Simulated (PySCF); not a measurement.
# Polarisability and C₆ of Re²⁺ (rhenium, charge +2)

[Xe] 4f14 5d5, high-spin 6S determinant. Calculation: PySCF 2.14, in aug-cc-pVQZ-PP with ECP60MDF; scalar relativity through the core potential. Coupled (time-dependent) response in atomic units; α is the mean over directions.

| method | mean α (bohr³) | C₆ (like pair) | S(−4) |
| --- | --- | --- | --- |
| PBEsol | 12.46 | 77.42 | 54.99 |

S(−4) is the Cauchy moment in α(ω) = α(0) + S(−4) ω² + …

α(iu) at PBEsol:

| u (hartree) | α(iu) (bohr³) |
| --- | --- |
| 0 | 12.46 |
| 0.0500 | 12.33 |
| 0.100 | 11.95 |
| 0.200 | 10.77 |
| 0.300 | 9.463 |
| 0.500 | 7.315 |
| 0.750 | 5.506 |
| 1.00 | 4.294 |
| 1.50 | 2.813 |
| 2.00 | 1.972 |
| 3.00 | 1.105 |
| 5.00 | 0.4744 |

For an ion, C₆ is the dispersion term alone; charge-induced terms of lower order in 1/R come first.

Energies and moments cover only the electrons outside the core potential. Spin-orbit coupling, which splits the p, d and f shells strongly at this Z, is absent.
